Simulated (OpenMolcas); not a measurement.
**Mn, Tc, Re: d⁵ s² down the group**

```json
{
 "Program": "OpenMolcas",
 "Method": "CASSCF",
 "Basis": "ANO-RCC-VQZP",
 "Scalar Hamiltonian": "DKH2, point nucleus",
 "Spin-orbit coupling": "RASSI with atomic mean-field integrals over the reference wave functions, term energies averaged over their components"
}
```

Active space for each ion: 5 electrons in 5 orbitals (d).

Computed levels in cm-1 above ⁶S_5/2:

| Level | Mn | Tc | Re |
| --- | --- | --- | --- |
| ⁴G_7/2 | 31149 | 23386 | 21159 |
| ⁴G_11/2 | 31152 | 23413 | 21589 |
| ⁴G_9/2 | 31157 | 23457 | 22060 |
| ⁴P_3/2 | 35812 | 26697 | 22678 |
| ⁴P_1/2 | 35861 | 27057 | 24527 |
| ⁴D_7/2 | 38710 | 28787 | 26623 |
| ⁴D_1/2 | 38752 | 29175 | 29192 |
| ⁴D_3/2 | 38790 | 29445 | 30052 |
| ⁴D_5/2 | 38800 | 29464 | 28717 |
| weight of ⁶S in the lowest level (%) | 100 | 100 | 94 |

Mixed levels, with the weight of the term that names them: Re ⁴P_3/2 (53 %), Re ⁴P_1/2 (72 %), Re ⁴D_1/2 (74 %), Re ⁴D_3/2 (52 %), Re ⁴D_5/2 (50 %).

Measured, with the error of the calculation in %. Measured levels: Re from NIST Handbook of Basic Atomic Spectroscopic Data.

```csv
Level,Re
⁴G_7/2,15058 (+40.5)
⁴G_11/2,16307 (+32.4)
⁴G_9/2,16619 (+32.7)
```

Without spin-orbit coupling ⁴G lies 31150, 23402, 21504 cm-1 above ⁶S in that order; the difference to the level ⁴G_7/2, of either sign, comes from spin-orbit coupling, which also lowers the zero.

Some high roots are left out of the spin-orbit mixing, which shifts the levels that they would mix with. Without dynamic correlation excited terms often stand tens of per cent too high (terms of higher spin than the ground term too low), and those without a measured partner can miss by more than the paired ones. With the s shell closed, the reference lacks s² → p², s² → d² and s → d mixing, so excited terms can stand far too high and out of order, with CASPT2 too. Computed and measured levels are paired by configuration, term and J; levels that our copy of the source lacks, or whose pairing is in doubt (as where it misses far off the trend of its configuration), stay unpaired and out of the deviations. Levels of configurations outside the active space are missing.
